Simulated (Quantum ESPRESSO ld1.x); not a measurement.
Problem. Ir V, 73 electrons, occupied as [Xe] 4f14 5d4.5 5f0.5 (fractional occupations, a model configuration). Method: Dirac Kohn-Sham, Engel-Vosko exchange with Perdew-Wang LDA correlation, spin-unpolarised, spherical densities, point nucleus; open shells fill j = l - 1/2 first; computed with ld1.x of Quantum ESPRESSO 7.5. Some entries of the table are withheld. Estimate them.

| orbital | occ. | eigenvalue (hartree) | <1/r> (bohr^-1) |
|---|---|---|---|
| 1s1/2 | 2 | (1) | 92.30 |
| 2s1/2 | 2 | -490.277 | 22.58 |
| 2p1/2 | 2 | -469.452 | 22.52 |
| 2p3/2 | 4 | -409.675 | 18.58 |
| 3s1/2 | 2 | -116.099 | (2) |
| 3p1/2 | 2 | -106.826 | 8.198 |
| 3p3/2 | 4 | -93.7324 | 7.176 |
| 3d3/2 | 4 | -78.3759 | 7.072 |
| 3d5/2 | 6 | -75.5464 | 6.835 |
| 4s1/2 | 2 | -26.2393 | 3.495 |
| 4p1/2 | 2 | -22.3329 | 3.383 |
| 4p3/2 | 4 | -19.2410 | 3.030 |
| 4d3/2 | 4 | -12.8679 | 2.822 |
| 4d5/2 | 6 | -12.2935 | 2.739 |
| 5s1/2 | 2 | -5.40915 | (3) |
| 4f5/2 | 6 | -4.18794 | 2.337 |
| 5p1/2 | 2 | -4.17422 | (4) |
| 4f7/2 | 8 | -4.07305 | 2.304 |
| 5p3/2 | 4 | -3.66116 | (5) |
| 5d3/2 | 4 | -1.97024 | 0.8957 |
| 5d5/2 | 0.5 | -1.91038 | 0.8707 |
| 5f5/2 | 0.5 | -0.72835 | (6) |
| 5f7/2 | 0 | -0.72644 | (7) |

Solution. 
(1) 1s1/2 eigenvalue (hartree): -2795.79
(2) 3s1/2 <1/r> (bohr^-1): 8.291
(3) 5s1/2 <1/r> (bohr^-1): 1.399
(4) 5p1/2 <1/r> (bohr^-1): 1.278
(5) 5p3/2 <1/r> (bohr^-1): 1.157
(6) 5f5/2 <1/r> (bohr^-1): 0.3820
(7) 5f7/2 <1/r> (bohr^-1): 0.3798
